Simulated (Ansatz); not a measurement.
`O[SiH](O)O[Si](F)(F)F`, charge 0, multiplicity 1.

(1) Give a relaxed structure at PBE0-D4/def2-TZVP (Ansatz). (Best estimate.)

Answers

(1) Computed: 
Z-matrix (Å, degrees):
```
Si
O 1 1.632
O 1 1.636 2 103.7
O 1 1.626 2 113.7 3 120.5
H 1 1.469 2 113.4 3 -118.9
H 2 0.958 1 119.0 3 -179.3
Si 3 1.591 1 147.1 2 -0.8
H 4 0.959 1 119.3 2 -59.1
F 7 1.571 3 111.4 1 64.0
F 7 1.569 3 109.4 1 -176.9
F 7 1.569 3 112.0 1 -57.2
```
This is one stationary point; other conformers may exist.
